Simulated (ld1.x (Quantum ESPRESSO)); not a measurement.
Reading a pseudo-wave (Ni)

Columns: radius, all-electron u(r) and pseudo u(r) of the 4p shell (level -1.23 eV) of nickel in the configuration [Ar] 3d8 4s2 4p0; PBE, scalar-relativistic, ultrasoft scheme, ld1.x (Quantum ESPRESSO) 7.5.

```tsv
r (bohr)	all-electron	pseudo
0.143	0.0951	0.0040
0.285	-0.0199	0.0156
0.428	-0.1329	0.0346
0.570	-0.1654	0.0597
0.713	-0.1363	0.0902
0.855	-0.0755	0.1244
0.998	-0.0025	0.1614
1.140	0.0707	0.1993
1.283	0.1398	0.2373
1.425	0.2016	0.2738
1.568	0.2563	0.3085
1.710	0.3033	0.3401
1.853	0.3438	0.3688
1.995	0.3777	0.3939
2.138	0.4061	0.4158
2.280	0.4292	0.4343
2.423	0.4477	0.4500
2.565	0.4620	0.4627
2.708	0.4727	0.4727
2.850	0.4800	0.4800
2.992	0.4844	0.4844
3.135	0.4863	0.4863
3.278	0.4859	0.4859
3.420	0.4837	0.4837
3.563	0.4799	0.4799
3.705	0.4747	0.4747
```

(1) How many radial nodes do the two functions have?

(2) At about which radius was the pseudo-wave matched?

(3) Is the pseudo-wave norm-conserving?

## Answers

(1) The all-electron 4p function has n − l − 1 = 2; the pseudo-wave has 0, since the states of the same l below it are removed with the core.

(2) 2.85 bohr, where the columns begin to agree (steps of 0.14 bohr).

(3) No, it belongs to an ultrasoft set: the norm inside the radius is not constrained, and the difference is carried by the augmentation charge.
